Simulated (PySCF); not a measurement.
**Working with the constants of CuB**

RHF-CCSD(T) constants of CuB, ¹Σ⁺ (singlet), closed shell (PySCF, no relativity, basis sets Cu def2-TZVPP, B def2-TZVPP; masses 62.9296 and 11.0093 u):

```
ωe                      : 502.7 cm⁻¹
ωexe                    : 3.64 cm⁻¹
Be                      : 0.4828 cm⁻¹
αe                      : 0.00560 cm⁻¹
D (centrifugal)         : 1.78e-06 cm⁻¹
De to Cu (3d10 4s1) + B : 2.09 eV
```

Q: Estimate the standard entropy (1 bar) and heat capacity of the ideal gas at 1500 K, rigid rotor with B0 and harmonic oscillator at the fundamental.

A: Translation (Sackur–Tetrode, M = 73.94 u): 196.1 J/(mol K). Rotation: q = kT/(σB0) = 2170 with σ = 1, 72.2. Vibration: x = hcν0/kT = 0.475, 14.58. S° = 282.9 J/(mol K); Cp = 7R/2 + 8.16 = 37.3 J/(mol K).

Correlated steps freeze 6 core orbitals. Where the molecule has an RHF reference, its open-shell atoms are computed with UHF. The CCSD T1 diagnostic is raised, a sign that a single reference may not be enough here.
